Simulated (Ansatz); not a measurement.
Relaxation of C₃H₆BN (11 atoms, charge 0, multiplicity 1), to a largest force component of 0.015 eV/Å in at most 40 steps.

Theory: RKS BHLYP-D4/def2-SVP in Ansatz 0.2.0.

```xyz
11
Properties=species:S:1:pos:R:3
B -0.614 1.501 1.744
N -0.127 0.341 0.970
C -0.210 0.293 -0.471
C 0.363 -0.734 -1.102
C 0.756 -1.787 -1.755
H -0.609 1.585 2.911
H -1.110 2.463 1.157
H 0.328 -0.430 1.508
H -0.601 1.128 -0.980
H 0.713 -1.811 -2.794
H 1.174 -2.605 -1.167
```

Task: Where does it end, and by what steps?

Result: It converged. After 12 steps the energy has fallen by 3.602 eV; H10 moved furthest, 1.12 Å.

```csv
step,energy less start (eV),largest force component (eV/Å),accepted
0,0.0000,3.191,yes
1,-1.5054,1.599,yes
2,-2.3342,1.199,yes
3,-2.8978,1.055,yes
4,-3.2385,0.910,yes
5,-3.4541,0.623,yes
6,-3.5580,0.268,yes
7,-3.5121,0.611,no
8,-3.5802,0.235,yes
9,-3.5952,0.112,yes
10,-3.6007,0.096,yes
11,-3.6020,0.018,yes
12,-3.6022,0.011,yes
```

```xyz
11
Properties=species:S:1:pos:R:3
B -0.580 1.542 1.696
N -0.037 0.490 0.966
C -0.290 0.197 -0.377
C 0.237 -0.792 -1.047
C 0.757 -1.775 -1.723
H -0.266 1.668 2.845
H -1.344 2.291 1.154
H 0.607 -0.145 1.410
H -0.987 0.874 -0.863
H 1.689 -1.657 -2.272
H 0.279 -2.751 -1.768
```

Whether the end is a true minimum wasn't checked by a vibrational analysis.

Run time: 37 s on 2 threads of Intel(R) Xeon(R) Platinum 8259CL CPU @ 2.50GHz (Skylake/Cascade Lake) (shared host), peak memory 0.22 GiB.
